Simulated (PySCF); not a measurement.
SMILES C=[N], doublet (B3LYP/def2-SVP optimised geometry):

```
4

C     -0.227     0.031     0.000
N     -0.884    -1.026     0.000
H     -0.719     1.026     0.000
H      0.884     0.031     0.000
```

Level of theory: unrestricted B3LYP/def2-TZVP run with PySCF.

Question: What are the frontier orbital energies (α orbitals alone; a β orbital can be the lowest empty one) and the dipole moment?

Answer: HOMO-2 -10.70 eV, HOMO-1 -9.79 eV, HOMO -7.50 eV, LUMO -0.86 eV, LUMO+1 1.35 eV; dipole moment 2.50 D.

Meta-Löwdin charges at B3LYP/def2-TZVP: C1 -0.10, N2 -0.17, H3 0.13, H4 0.13.
